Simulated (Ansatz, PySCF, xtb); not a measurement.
Noncovalent pair: C2H4 (SMILES C=C) (first 6 atoms) with H4OSi (SMILES O[SiH3]); geometry from B3LYP-D3(BJ)/def2-TZVP, rigid monomers moved along the line of their centres of mass till H4···O7 is 4.71 Å.
(charge 0, multiplicity 1):
```xyz
12

C     -0.355    -0.469    -0.018
C      0.466     0.570     0.003
H     -1.165    -0.539    -0.735
H     -0.247    -1.284     0.686
H      1.272     0.636     0.723
H      0.367     1.394    -0.694
O      0.683    -1.095     5.299
Si    -0.330     0.099     5.841
H      1.555    -1.163     5.695
H     -0.431     0.067     7.322
H     -1.647    -0.175     5.239
H      0.143     1.445     5.441
```

Monomers are frozen at their geometry in the pair; levels with a basis set take the counterpoise correction. Rows marked so take none.

Correlated levels freeze the cores. Rows in 6-31G*, STO-3G carry no dispersion term and start afresh at each structure (6-31G* with six Cartesian d functions).

Codes used: Ansatz (Gaussian basis) for Hartree–Fock, density functionals and correlated methods; PySCF for 6-31G* rows, STO-3G rows, the dispersion terms; xtb for the GFN methods. Each number belongs to the level named beside it.

```
level                          interaction energy (kcal/mol)
-----------------------------  -----------------------------
GFN-FF                                                 -0.21
HF/STO-3G (no counterpoise)                            -0.04
HF/aug-cc-pV(D+d)Z                                     -0.08
BP86/6-31G* (no counterpoise)                          -0.05
B3LYP-D3(BJ)/def2-TZVPPD                               -0.21
B3LYP-D4/def2-TZVPPD                                   -0.22
PBE0-D4/def2-TZVPPD                                        ?
CCSD/aug-cc-pV(D+d)Z                                   -0.19
CCSD(T)/aug-cc-pV(D+d)Z                                -0.20
```

Task: Fill in the missing entries.

Result: 
- PBE0-D4/def2-TZVPPD, interaction energy (kcal/mol): -0.26

Ansatz is a quantum-chemistry and plane-wave program.
